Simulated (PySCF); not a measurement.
Working out the ionisation energy of Pb

Pb [Xe] 4f14 5d10 6s2 6p2 (3P) → Pb⁺ [Xe] 4f14 5d10 6s2 6p1 (2P). Computed with PySCF 2.14 in def2-SVP with the def2 core potential (60 electrons) (4s4p2d, 26 functions), with a scalar-relativistic core potential. Frozen: 5s2 5p6 5d10. Energies in hartree (1 hartree = 27.21139 eV):

```json
{"part": "UHF", "Pb (lower)": "-191.833375", "Pb⁺ (upper)": "-191.591928"}
{"part": "CCSD correlation", "Pb (lower)": "-0.039125", "Pb⁺ (upper)": "-0.031076"}
{"part": "(T)", "Pb (lower)": "-0.000352", "Pb⁺ (upper)": "-0.000198"}
```

Task: What does Hartree-Fock give?

Result: (-191.591928) − (-191.833375) = 0.241447 hartree = 6.570 eV.

Task: What do CCSD and CCSD(T) give?

Result: The CCSD correlation energies differ by 0.008049 hartree = 0.219 eV and the triples by 0.000154 hartree = 0.004 eV, so CCSD gives 6.789 eV and CCSD(T) 6.793 eV.

Reference: 7.417 eV (measured; NIST Atomic Spectra Database, ionization energies), between the lowest levels; spin-orbit coupling is absent from the calculation.

A double-zeta basis recovers only part of the correlation energy.

What remains against the reference includes basis incompleteness, the frozen core and higher excitations.
